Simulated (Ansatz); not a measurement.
Basis sets compared for Ba2O⁺ (the lowest doublet isomer of a short search). Charge 1, multiplicity 2. Geometry PBE0-D4/def2-TZVP. Ansatz on 4 threads of Arm Neoverse V1 on a shared host; times are rough, and most runs start from earlier orbitals.

```csv
atom,x (Å),y (Å),z (Å)
Ba1,-1.458,1.092,-1.002
Ba2,1.157,-1.197,1.245
O3,0.301,0.105,-0.243
```

In the def2 sets Ba takes a core potential; there is no spin–orbit coupling. The structure comes from a short search, and lower isomers may exist.

```csv
level,functions,energy (Eh),HOMO (eV),LUMO (eV),wall time
PBE-D4/def2-SVP,74,-125.9800,-5.97,-5.48,1.5 s
PBE0-D4/def2-SVP,74,-125.9286,-6.28,-4.82,1.7 s
```

(1) Estimate the rows for PBE-D4/def2-TZVP, PBE0-D4/def2-TZVP.

## Answers

(1) 
| level | functions | energy (Eh) | HOMO (eV) | LUMO (eV) | wall time |
| --- | --- | --- | --- | --- | --- |
| PBE-D4/def2-TZVP | 111 | -126.1285 | -5.93 | -5.42 | 1.8 s |
| PBE0-D4/def2-TZVP | 111 | -126.0782 | -6.25 | -4.76 | 4.6 s |
